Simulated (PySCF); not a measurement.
# Reading the logs of faulty runs: AlBCH6N

All numbers below are calculated, not measured. They come from PySCF 2.14.0, an open-source quantum chemistry program, on an isolated molecule that a program drew, which may never have been made. The molecule is AlBCH6N (charge 0, doublet), drawn as the SMILES string `N[CH][BH][AlH2]`.

Each row is a Hartree-Fock (HF) and frozen-core CCSD(T) single point in the cc-pV(D+d)Z basis, meant for a local HF minimum. Run 1 is clean. Each other run has one planted mistake out of seven kinds, and not every kind appears here: one electron removed, one electron added, multiplicity raised by two, geometry at a saddle point, minimal basis STO-3G, one bond length entered in bohr, all coordinates scaled. The reference is restricted for singlets and unrestricted otherwise, and also for a bond in bohr. Adding or removing an electron swaps singlet and doublet. Electrons count all cores. HOMO and LUMO are orbital energies over both spins, the gradient is its largest component, and the lowest frequency (negative if imaginary) is given only where the gradient is small. Bond lengths are over the 9 bonds as drawn. T1 is the CCSD diagnostic: over 0.02 (restricted) or 0.045 (unrestricted) a single reference is doubtful.

Geometry of the clean run:
```xyz
10
AlBCH6N, angstrom
N    -1.6629   -1.8497    0.7769
C    -0.6449   -2.6810    1.0433
B     0.8219   -2.4264    0.7488
Al    1.5342   -0.6247   -0.1789
H    -1.4999   -0.9634    0.3451
H    -2.6064   -2.0822    1.0002
H    -0.9787   -3.6031    1.5137
H     1.5709   -3.3147    1.0742
H     3.0576   -0.3112   -0.5115
H     0.5073    0.5363   -0.5950
```

| run | electrons | basis functions | <S^2> | HOMO (eV) | LUMO (eV) | gradient (hartree/bohr) | lowest frequency (cm^-1) | mean bond (Å) | longest bond (Å) | T1 | HF (hartree) | CCSD(T) (hartree) | mistake |
|---|---|---|---|---|---|---|---|---|---|---|---|---|---|
| 1 | 37 | 95 | 0.759 | -7.85 | 0.86 | 2.7e-05 | 126 | 1.3881 | 2.148 | 0.0181 | -362.36155 | -362.87288 | no fault |
| 2 | 36 | 95 | 0.000 | -15.11 | -5.73 | 1.3e-01 | - | 1.3881 | 2.148 | 0.0180 | -362.11429 | -362.61196 | one electron removed |
| 3 | 37 | 95 | 1.495 | -7.06 | 0.53 | 9.8e-03 | - | 1.5467 | 3.033 | 0.0617 | -362.26359 | -362.77190 | ? |
| 4 | 37 | 95 | 0.759 | -7.83 | 0.91 | 1.4e-02 | - | 1.3686 | 2.118 | 0.0171 | -362.35972 | -362.86900 | ? |

**Which mistake was planted in run 3, and what did it cost?**

The mean bond changes by a factor of 1.114 and the longest by 1.412, so the molecule wasn't scaled as a whole. A length L in bohr read as angstrom grows by (1/0.5292 - 1) L = 0.890 L. The 9 bonds together grew by 9 x 0.1586 = 1.427 Å, which gives L = 1.604 Å. That is bond Al4-H10, 1.605 Å in the clean geometry. So the mistake is: one bond length entered in bohr. Subtracting run 1 and multiplying by 627.51 kcal/mol a hartree, the energy moved by 61.5 kcal/mol in HF and 63.4 kcal/mol in CCSD(T).

**Which mistake was planted in run 4, and what did it cost?**

The mean and the longest bond both change by the same factor, 0.986, and the gradient is no longer small. So the mistake is: all coordinates scaled. Subtracting run 1 and multiplying by 627.51 kcal/mol a hartree, the energy moved by 1.1 kcal/mol in HF and 2.4 kcal/mol in CCSD(T).

Cautions from the logs. Run 3: T1 is over the limit, so its CCSD(T) energy is less reliable.
